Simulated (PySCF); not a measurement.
PySCF input (BP86/def2-SVP):

```python
from pyscf import gto, dft

mol = gto.M(
    atom='''
    C    -1.79371400    0.44296300    0.32404900
    O    -0.44765300    0.48401800    0.70021900
    B     0.48546800   -0.17344200   -0.17651700
    O     0.20700400   -0.79718800   -1.27464700
    O     1.79974100   -0.01541600    0.38635900
    H    -2.19165700    1.46205100    0.19464100
    H    -1.91526400   -0.10670200   -0.61531700
    H    -2.39971900   -0.04547300    1.10368400
    H     2.36885100   -0.47176100   -0.24016800
    ''',
    basis='def2-svp',
    charge=-1,
    spin=0,
    verbose=4,
)

mf = dft.RKS(mol, xc='bp86')
mf.grids.level = 3
mf.conv_tol = 1e-9
mf.max_cycle = 100
mf.max_memory = 1500
mf.kernel()
if not mf.converged:
    mf = mf.newton()
    mf.kernel(mf.make_rdm1())
mf.dip_moment()
```

From the output:

```
number of NR pGTOs = 148
number of NR cGTOs = 90
basis = def2-svp
ecp = {}

******** <class 'pyscf.dft.rks.RKS'> ********
method = RKS
initial guess = minao
damping factor = 0
level_shift factor = 0
DIIS = <class 'pyscf.scf.diis.CDIIS'>
diis_start_cycle = 1
diis_space = 8
diis_damp = 0
SCF conv_tol = 1e-09
SCF conv_tol_grad = None
SCF max_cycles = 100
direct_scf = True
direct_scf_tol = 1e-13
XC library pyscf.dft.libxc version 7.1.2
    S. Lehtola, C. Steigemann, M. J. T. Oliveira, and M. A. L. Marques,  SoftwareX 7, 1–5 (2018)
XC functionals = bp86
    A. D. Becke,  Phys. Rev. A 38, 3098 (1988)
    J. P. Perdew,  Phys. Rev. B 33, 8822 (1986)
    J. P. Perdew,  Phys. Rev. B 34, 7406–7406 (1986)
radial grids:
    Treutler-Ahlrichs [JCP 102, 346 (1995); DOI:10.1063/1.469408] (M4) radial grids

becke partition: Becke, JCP 88, 2547 (1988); DOI:10.1063/1.454033
pruning grids: <function nwchem_prune>
grids dens level: 3
symmetrized grids: False
atomic radii adjust function: <function treutler_atomic_radii_adjust>
small_rho_cutoff = 0
Set gradient conv threshold to 3.16228e-05
Initial guess from minao.
tot grids = 109648
init E= -291.232723550735
  HOMO = -0.360248029483192  LUMO = -0.0304706726448312  gap/eV = 8.97370
cycle= 1 E= -290.611663535149  delta_E= 0.621  |g|= 1.33  |ddm|=  3.2
  HOMO = 0.248819922538906  LUMO = 0.268653655957436  gap/eV = 0.53970
cycle= 2 E= -287.553748329775  delta_E= 3.06  |g|= 3.21  |ddm|= 23.7
  HOMO = 0.0170374136604536  LUMO = 0.196712156510424  gap/eV = 4.88920
cycle= 3 E= -290.784473897957  delta_E= -3.23  |g|= 0.884  |ddm|= 23.6
  HOMO = -0.00713748717085094  LUMO = 0.204224084110928  gap/eV = 5.75144
cycle= 4 E= -290.95452182608  delta_E= -0.17  |g|= 0.222  |ddm|= 0.809
  HOMO = 0.0352453705150229  LUMO = 0.20885676505971  gap/eV = 4.72421
cycle= 5 E= -290.961402711283  delta_E= -0.00688  |g|= 0.161  |ddm|= 0.399
  HOMO = 0.0443087148472534  LUMO = 0.215803408083772  gap/eV = 4.66661
cycle= 6 E= -290.966355502395  delta_E= -0.00495  |g|= 0.0475  |ddm|= 0.156
  HOMO = 0.0418150555327208  LUMO = 0.216488087964099  gap/eV = 4.75310
cycle= 7 E= -290.966806745956  delta_E= -0.000451  |g|= 0.0126  |ddm|= 0.0411
  HOMO = 0.0415523437667273  LUMO = 0.216203854186842  gap/eV = 4.75251
cycle= 8 E= -290.96683418647  delta_E= -2.74e-05  |g|= 0.00462  |ddm|= 0.0127
  HOMO = 0.0413902511443358  LUMO = 0.216230390657827  gap/eV = 4.75764
cycle= 9 E= -290.966838426778  delta_E= -4.24e-06  |g|= 0.000711  |ddm|= 0.00426
  HOMO = 0.0413160750156756  LUMO = 0.216164945051382  gap/eV = 4.75788
cycle= 10 E= -290.966838528338  delta_E= -1.02e-07  |g|= 0.00021  |ddm|= 0.000918
  HOMO = 0.0413430646243538  LUMO = 0.216158172121245  gap/eV = 4.75696
cycle= 11 E= -290.966838539121  delta_E= -1.08e-08  |g|= 2.41e-05  |ddm|= 0.00031
  HOMO = 0.0413426447511926  LUMO = 0.216156790192844  gap/eV = 4.75694
cycle= 12 E= -290.966838539194  delta_E= -7.3e-11  |g|= 1.78e-05  |ddm|= 4.37e-05
  HOMO = 0.0413378064316223  LUMO = 0.216158272586509  gap/eV = 4.75711
Extra cycle  E= -290.966838538823  delta_E= 3.71e-10  |g|= 4.65e-05  |ddm|= 5.9e-05
converged SCF energy = -290.966838538823

WARN: System has nonzero charge -1; the dipole moment is origin-dependent.
Location of origin: [0. 0. 0.]

Dipole moment(X, Y, Z, Debye): -1.10790,  0.92287,  1.27686
```

The dipole moment of an ion depends on the origin.

The geometry given is a B3LYP-D3(BJ)/def2-TZVP minimum.
